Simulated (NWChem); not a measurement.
System: SiNH4Cl; SMILES N[SiH2]Cl

Parts of the log:

```
             Northwest Computational Chemistry Package (NWChem) 7.3.0
             --------------------------------------------------------

                             Geometry "geometry" -> ""
                             -------------------------

 Output coordinates in angstroms (scale by  1.889725989 to convert to a.u.)

  No.       Tag          Charge          X              Y              Z
 ---- ---------------- ---------- -------------- -------------- --------------
    1 Si                  14.0000     0.57318300    -0.50175700     0.04511200
    2 N                    7.0000    -0.61108400    -1.74185100     0.13948400
    3 Cl                  17.0000    -0.14580600     1.42540100    -0.38278300
    4 H                    1.0000     1.50064200    -0.83647800    -1.05661300
    5 H                    1.0000     1.23489900    -0.39852800     1.36325500
    6 H                    1.0000    -1.24545800    -1.77669400     0.92925100
    7 H                    1.0000    -1.06628000    -2.07212300    -0.70376700

 Effective nuclear repulsion energy (a.u.)     148.3553530805

                              NWChem Property Module
                              ----------------------

                                 NWChem DFT Module
                                 -----------------

 Summary of "ao basis" -> "ao basis" (spherical)
 ------------------------------------------------------------------------------
       Tag                 Description            Shells   Functions and Types
 ---------------- ------------------------------  ------  ---------------------
 Si                        def2-svpd                10       24   5s3p2d
 N                         def2-svpd                 8       20   4s2p2d
 Cl                        def2-svpd                11       27   5s4p2d
 H                         def2-svpd                 4        8   2s2p

            General Information
            -------------------
          SCF calculation type: DFT
          Wavefunction type:  closed shell.
          No. of atoms     :     7
          No. of electrons :    42
           Alpha electrons :    21
            Beta electrons :    21
          Charge           :     0
          Spin multiplicity:     1
          Use of symmetry is: off; symmetry adaption is: off
          Maximum number of iterations: 150
          AO basis - number of functions:   103
                     number of shells:    45
          Convergence on energy requested:  1.00D-06
          Convergence on density requested:  1.00D-05
          Convergence on gradient requested:  5.00D-04

              XC Information
              --------------
                         PBE0 Method XC Functional
                     Hartree-Fock (Exact) Exchange  0.250
          PerdewBurkeErnzerhof Exchange Functional  0.750
            Perdew 1991 LDA Correlation Functional  1.000 local
           PerdewBurkeErnz. Correlation Functional  1.000 non-local

             Grid Information
             ----------------
          Grid used for XC integration:  medium
          Radial quadrature: Mura-Knowles
          Angular quadrature: Lebedev.
          Tag              B.-S. Rad. Rad. Pts. Rad. Cut. Ang. Pts.
          ---              ---------- --------- --------- ---------
          Si                  1.10       88          11.0       590
          N                   0.65       49          12.0       434
          Cl                  1.00       88          11.0       590
          H                   0.35       45          12.0       434
          Grid pruning is: on
          Number of quadrature shells:   405
          Spatial weights used:  Erf1

      Superposition of Atomic Density Guess
      -------------------------------------

 Sum of atomic energies:        -804.31011334

      Non-variational initial energy
      ------------------------------

 Total energy =    -805.347466
 1-e energy   =   -1405.833834
 2-e energy   =     452.131015
 HOMO         =      -0.364423
 LUMO         =       0.043734

   convergence    iter        energy       DeltaE   RMS-Dens  Diis-err
 ---------------- ----- ----------------- --------- --------- ---------
 d= 0,ls=0.0,diis     1   -806.2789634936 -9.55D+02  1.23D-02  3.85D-01
 d= 0,ls=0.0,diis     2   -806.2829002558 -3.94D-03  5.99D-03  3.22D-01
 d= 0,ls=0.0,diis     3   -806.3208031057 -3.79D-02  1.46D-03  2.21D-02
 d= 0,ls=0.0,diis     4   -806.3230242356 -2.22D-03  4.04D-04  2.20D-03
 d= 0,ls=0.0,diis     5   -806.3233266430 -3.02D-04  8.47D-05  2.49D-05
  Resetting Diis
 d= 0,ls=0.0,diis     6   -806.3233297664 -3.12D-06  1.31D-05  8.34D-07
 d= 0,ls=0.0,diis     7   -806.3233298740 -1.08D-07  6.86D-06  7.69D-08

         Total DFT energy =     -806.323329873961
      One electron energy =    -1408.318664417333
           Coulomb energy =      510.881497292175
    Exchange-Corr. energy =      -57.241515829258
 Nuclear repulsion energy =      148.355353080455

 Numeric. integr. density =       41.999992819768

                       DFT Final Molecular Orbital Analysis
                       ------------------------------------

 Vector   19  Occ=2.000000D+00  E=-3.370208D-01
              MO Center= -5.5D-02,  9.3D-01, -2.8D-01, r^2= 2.5D+00
   Bfn.  Coefficient  Atom+Function         Bfn.  Coefficient  Atom+Function
  ----- ------------  ---------------      ----- ------------  ---------------
    56      0.555670  3 Cl px                53      0.428086  3 Cl px
    50      0.247342  3 Cl px                29     -0.151839  2 N  px
     4     -0.116993  1 Si s                 72     -0.102165  4 H  s
    80     -0.102210  5 H  s                 27      0.087324  2 N  s
    28      0.082523  2 N  s                 59      0.081083  3 Cl px

 Vector   20  Occ=2.000000D+00  E=-3.217221D-01
              MO Center=  2.3D-01,  8.2D-01, -2.3D-01, r^2= 2.8D+00
   Bfn.  Coefficient  Atom+Function         Bfn.  Coefficient  Atom+Function
  ----- ------------  ---------------      ----- ------------  ---------------
    58      0.535858  3 Cl pz                55      0.404250  3 Cl pz
    52      0.233391  3 Cl pz                72      0.194151  4 H  s
    80     -0.194101  5 H  s                 14     -0.146924  1 Si pz
    11     -0.129560  1 Si pz                57      0.096998  3 Cl py
    61      0.078947  3 Cl pz                54      0.073172  3 Cl py

 Vector   21  Occ=2.000000D+00  E=-2.995685D-01
              MO Center= -4.4D-01, -1.2D+00,  6.2D-02, r^2= 2.7D+00
   Bfn.  Coefficient  Atom+Function         Bfn.  Coefficient  Atom+Function
  ----- ------------  ---------------      ----- ------------  ---------------
    30      0.425087  2 N  py                33     -0.301245  2 N  py
    29     -0.282353  2 N  px                28      0.271664  2 N  s
     4     -0.269127  1 Si s                 57     -0.234263  3 Cl py
    32      0.207784  2 N  px                54     -0.186716  3 Cl py
    56     -0.142996  3 Cl px                 5      0.118235  1 Si s

 Vector   22  Occ=0.000000D+00  E= 4.440379D-03
              MO Center= -3.6D-01, -1.1D+00,  4.7D-02, r^2= 6.8D+00
   Bfn.  Coefficient  Atom+Function         Bfn.  Coefficient  Atom+Function
  ----- ------------  ---------------      ----- ------------  ---------------
    28     -2.212347  2 N  s                  4      2.065911  1 Si s
     5     -1.789760  1 Si s                 89      0.765050  6 H  s
    97      0.765000  7 H  s                 22     -0.346307  1 Si d  0
    93      0.337763  6 H  px               103      0.308227  7 H  pz
    12      0.304958  1 Si px                13     -0.302887  1 Si py

 Vector   23  Occ=0.000000D+00  E= 2.087598D-02
              MO Center=  7.5D-01, -2.4D-01,  1.6D-02, r^2= 6.5D+00
   Bfn.  Coefficient  Atom+Function         Bfn.  Coefficient  Atom+Function
  ----- ------------  ---------------      ----- ------------  ---------------
     4      1.822313  1 Si s                  5     -1.813977  1 Si s
    49      0.852229  3 Cl s                 28      0.712660  2 N  s
    48     -0.394066  3 Cl s                 73     -0.351855  4 H  s
    81     -0.351793  5 H  s                  3      0.270539  1 Si s
    10      0.258258  1 Si py                57      0.237662  3 Cl py

 Vector   24  Occ=0.000000D+00  E= 4.292606D-02
              MO Center=  1.4D+00,  2.2D-01,  8.9D-03, r^2= 7.5D+00
   Bfn.  Coefficient  Atom+Function         Bfn.  Coefficient  Atom+Function
  ----- ------------  ---------------      ----- ------------  ---------------
     5      3.287465  1 Si s                 28     -2.965187  2 N  s
     4     -1.897161  1 Si s                 12     -0.654330  1 Si px
    89      0.630762  6 H  s                 97      0.630711  7 H  s
    60      0.399984  3 Cl py                49     -0.310468  3 Cl s
    27      0.290816  2 N  s                 13     -0.273615  1 Si py

     Multipole analysis of the density
     ---------------------------------

     L   x y z        total         alpha         beta         nuclear
     -   - - -        -----         -----         ----         -------
     0   0 0 0     -0.000000    -21.000000    -21.000000     42.000000

[...]

 DFT Linear Response polarizability / au
 Frequency  =       0.0000000 / au
              X              Y              Z
 -----------------------------------------------
 X      47.0379074     -0.5596189      0.3690408
 Y      -0.5596272     57.9699780     -2.4818415
 Z       0.3690423     -2.4818405     45.0921693
 -----------------------------------------------
 Eigenvalues =      47.0326757     58.4651297     44.6022493
 Isotropic   =      50.0333516
 Anisotropic =      12.8216112
 -----------------------------------------------

 Magnetic Dipole Response Matrix (nonzero elements):

 Exiting AOResponse driver routine
```

Level: PBE0/def2-SVPD. Structure relaxed at the B3LYP/6-31G* (spherical d) level.

### Question
Reconstruct the input file.

### Answer
This is not unique; one that fits is the input that was run:
```
start job
memory heap 200 mb stack 900 mb global 1100 mb
geometry units angstroms noautosym nocenter noautoz
  Si     0.573183    -0.501757     0.045112
  N     -0.611084    -1.741851     0.139484
  Cl    -0.145806     1.425401    -0.382783
  H      1.500642    -0.836478    -1.056613
  H      1.234899    -0.398528     1.363255
  H     -1.245458    -1.776694     0.929251
  H     -1.066280    -2.072123    -0.703767
end
basis spherical
  * library def2-svpd
end
dft
  xc pbe0
  iterations 150
end
property
  response 1 0.0
end
task dft property
```
